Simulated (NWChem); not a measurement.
System: C₃H₂N₂O; SMILES O=C1C=NC=N1

Output (shortened):

```
             Northwest Computational Chemistry Package (NWChem) 7.3.0
             --------------------------------------------------------

 CS  symmetry detected

                             Geometry "geometry" -> ""
                             -------------------------

 Output coordinates in angstroms (scale by  1.889725989 to convert to a.u.)

  No.       Tag          Charge          X              Y              Z
 ---- ---------------- ---------- -------------- -------------- --------------
    1 O                    8.0000     0.07919826    -1.97578814     0.00000000
    2 C                    6.0000     0.00013481    -0.78519058     0.00000000
    3 C                    6.0000     1.14337060     0.23435250     0.00000000
    4 N                    7.0000     0.66783367     1.41394241     0.00000000
    5 C                    6.0000    -0.76665986     1.19650818     0.00000000
    6 N                    7.0000    -1.19434344    -0.00468835     0.00000000
    7 H                    1.0000     2.21011256    -0.00765519     0.00000000
    8 H                    1.0000    -1.41920356     2.07516126     0.00000000

 Effective nuclear repulsion energy (a.u.)     205.9664566478

      Symmetry information
      --------------------

 Group name             Cs
 Group number              2
 Group order               2
 No. of unique centers     8

                                 NWChem DFT Module
                                 -----------------

 Summary of "ao basis" -> "ao basis" (spherical)
 ------------------------------------------------------------------------------
       Tag                 Description            Shells   Functions and Types
 ---------------- ------------------------------  ------  ---------------------
 O                         def2-tzvp                11       31   5s3p2d1f
 C                         def2-tzvp                11       31   5s3p2d1f
 N                         def2-tzvp                11       31   5s3p2d1f
 H                         def2-tzvp                 4        6   3s1p

      Symmetry analysis of basis
      --------------------------

        a'        136
        a"         62

            General Information
            -------------------
          SCF calculation type: DFT
          Wavefunction type:  closed shell.
          No. of atoms     :     8
          No. of electrons :    42
           Alpha electrons :    21
            Beta electrons :    21
          Charge           :     0
          Spin multiplicity:     1
          Use of symmetry is: on ; symmetry adaption is: on
          Maximum number of iterations: 150
          AO basis - number of functions:   198
                     number of shells:    74
          Convergence on energy requested:  1.00D-06
          Convergence on density requested:  1.00D-05
          Convergence on gradient requested:  5.00D-04

              XC Information
              --------------
                      r^2SCAN Method XC Functional
               r^2SCAN metaGGA Exchange Functional  1.000
                     r^2SCAN Correlation Potential  1.000

             Grid Information
             ----------------
          Grid used for XC integration:  medium
          Radial quadrature: Mura-Knowles
          Angular quadrature: Lebedev.
          Tag              B.-S. Rad. Rad. Pts. Rad. Cut. Ang. Pts.
          ---              ---------- --------- --------- ---------
          O                   0.60       49          12.0       434
          C                   0.70       49          10.0       434
          N                   0.65       49          10.0       434
          H                   0.35       45          11.0       434
          Grid pruning is: on
          Number of quadrature shells:   384
          Spatial weights used:  Erf1

      Superposition of Atomic Density Guess
      -------------------------------------

 Sum of atomic energies:        -297.42101388

      Non-variational initial energy
      ------------------------------

 Total energy =    -300.682848
 1-e energy   =    -811.902154
 2-e energy   =     305.252850
 HOMO         =      -0.314578
 LUMO         =      -0.137758

      Symmetry analysis of molecular orbitals - initial
      -------------------------------------------------

  Numbering of irreducible representations:

     1 a'          2 a"

  Orbital symmetries:

     1 a'          2 a'          3 a'          4 a'          5 a'
     6 a'          7 a'          8 a'          9 a'         10 a'
    11 a'         12 a'         13 a'         14 a"         15 a'
    16 a'         17 a"         18 a'         19 a"         20 a'
    21 a'         22 a"         23 a"         24 a"         25 a'
    26 a'         27 a'         28 a'         29 a'         30 a'
    31 a"

------------------------------------------------------------
EAF file 0: "./job.aoints.0" size=529530880 bytes
------------------------------------------------------------
               write      read    awrite     aread      wait
               -----      ----    ------     -----      ----
     calls:     1010         0         0         0         0
   data(b): 5.30e+08  0.00e+00  0.00e+00  0.00e+00
   time(s): 0.00e+00  0.00e+00  0.00e+00  0.00e+00  0.00e+00
rate(mb/s): 0.00e+00  0.00e+00
------------------------------------------------------------

     ---------------------------------------------
      Total Density - Mulliken Population Analysis
     ---------------------------------------------

    Atom       Charge   Shell Charges
 -----------   ------   -------------------------------------------------------
    1 O    8     8.73   0.79  1.18  0.61  0.96  0.28  2.00  2.10  0.77  0.00  0.02  0.00
    2 C    6     5.19   0.86  1.12  0.54  0.56  0.07  0.92  0.82  0.13  0.05  0.11  0.02
    3 C    6     5.74   0.86  1.12  0.56  0.61  0.13  1.05  1.02  0.29  0.03  0.06  0.01
    4 N    7     7.54   0.82  1.15  0.60  0.89  0.19  1.49  1.73  0.60  0.01  0.05  0.00
    5 C    6     5.47   0.86  1.12  0.55  0.59  0.09  0.97  0.92  0.23  0.03  0.08  0.01
    6 N    7     7.65   0.82  1.15  0.60  0.89  0.20  1.54  1.78  0.62  0.01  0.04  0.00
    7 H    1     0.84   0.24  0.45  0.13  0.02
    8 H    1     0.85   0.24  0.46  0.13  0.02

   convergence    iter        energy       DeltaE   RMS-Dens  Diis-err
 ---------------- ----- ----------------- --------- --------- ---------
 d= 0,ls=0.0,diis     1   -299.9642203042 -5.06D+02  9.59D-03  1.66D+00
 d= 0,ls=0.0,diis     2   -299.0814711615  8.83D-01  7.67D-03  9.75D+00
 d= 0,ls=0.0,diis     3   -300.1342588878 -1.05D+00  2.02D-03  1.56D-01
 d= 0,ls=0.0,diis     4   -300.1293293640  4.93D-03  1.20D-03  1.89D-01
 d= 0,ls=0.0,diis     5   -300.1485609104 -1.92D-02  3.13D-04  1.63D-02
  Resetting Diis
 d= 0,ls=0.0,diis     6   -300.1503895571 -1.83D-03  7.33D-05  7.58D-04
 d= 0,ls=0.0,diis     7   -300.1504576641 -6.81D-05  1.02D-04  1.78D-04
 d= 0,ls=0.0,diis     8   -300.1503484288  1.09D-04  7.16D-05  1.15D-03
 d= 0,ls=0.0,diis     9   -300.1504776077 -1.29D-04  6.11D-06  4.41D-06
 d= 0,ls=0.0,diis    10   -300.1504780395 -4.32D-07  2.30D-06  7.12D-07

         Total DFT energy =     -300.150478039476
      One electron energy =     -814.658270685316
           Coulomb energy =      347.781181603456
    Exchange-Corr. energy =      -39.239845605419
 Nuclear repulsion energy =      205.966456647803

 Numeric. integr. density =       41.999998793733

                  Occupations of the irreducible representations
                  ----------------------------------------------

                     irrep           alpha         beta
                     --------     --------     --------
                     a'               18.0         18.0
                     a"                3.0          3.0

                       DFT Final Molecular Orbital Analysis
                       ------------------------------------

 Vector   19  Occ=2.000000D+00  E=-3.071794D-01  Symmetry=a"
              MO Center= -2.0D-01,  4.3D-01,  5.5D-15, r^2= 2.3D+00
   Bfn.  Coefficient  Atom+Function         Bfn.  Coefficient  Atom+Function
  ----- ------------  ---------------      ----- ------------  ---------------
   163      0.285813  6 N  pz               166      0.257527  6 N  pz
    70     -0.211971  3 C  pz                73     -0.200305  3 C  pz
   101     -0.199603  4 N  pz               104     -0.178821  4 N  pz
   132      0.170267  5 C  pz               135      0.156729  5 C  pz
   169      0.152652  6 N  pz               107     -0.109768  4 N  pz

 Vector   20  Occ=2.000000D+00  E=-2.809690D-01  Symmetry=a'
              MO Center= -6.0D-01,  4.1D-01, -5.8D-15, r^2= 2.6D+00
   Bfn.  Coefficient  Atom+Function         Bfn.  Coefficient  Atom+Function
  ----- ------------  ---------------      ----- ------------  ---------------
   161      0.309263  6 N  px               164      0.255731  6 N  px
   159     -0.195638  6 N  s                 99      0.190051  4 N  px
   167      0.189243  6 N  px               100      0.166729  4 N  py
   102      0.167344  4 N  px               103      0.134711  4 N  py
    35      0.122564  2 C  s                 66     -0.116538  3 C  s

 Vector   21  Occ=2.000000D+00  E=-2.594453D-01  Symmetry=a'
              MO Center=  2.2D-01, -5.0D-01,  1.1D-15, r^2= 3.5D+00
   Bfn.  Coefficient  Atom+Function         Bfn.  Coefficient  Atom+Function
  ----- ------------  ---------------      ----- ------------  ---------------
     6      0.346452  1 O  px                 9      0.290005  1 O  px
   100     -0.199465  4 N  py                12      0.196520  1 O  px
    67     -0.196537  3 C  s                103     -0.163484  4 N  py
    69      0.161779  3 C  py               106     -0.146490  4 N  py
    97     -0.132148  4 N  s                 72      0.128554  3 C  py

[...]
```

Level: r2SCAN/def2-TZVP. All runs use the structure optimised with PBE0/def2-SVP.

Question: Which NWChem input produces such a log?

Answer: This is not unique; one that fits is the input that was run:
```
start job
memory heap 200 mb stack 900 mb global 1100 mb
geometry units angstroms noautoz
  O      0.081448    -1.974154     0.000000
  C      0.000855    -0.783659     0.000000
  C      1.142780     0.237352     0.000000
  N      0.665728     1.416330     0.000000
  C     -0.768485     1.197053     0.000000
  N     -1.194625    -0.004692     0.000000
  H      2.209832    -0.003285     0.000000
  H     -1.422157     2.074867     0.000000
end
basis spherical
  * library def2-tzvp
end
dft
  xc r2scan
  iterations 150
  semidirect filesize 400000000
  mulliken
end
task dft energy
```
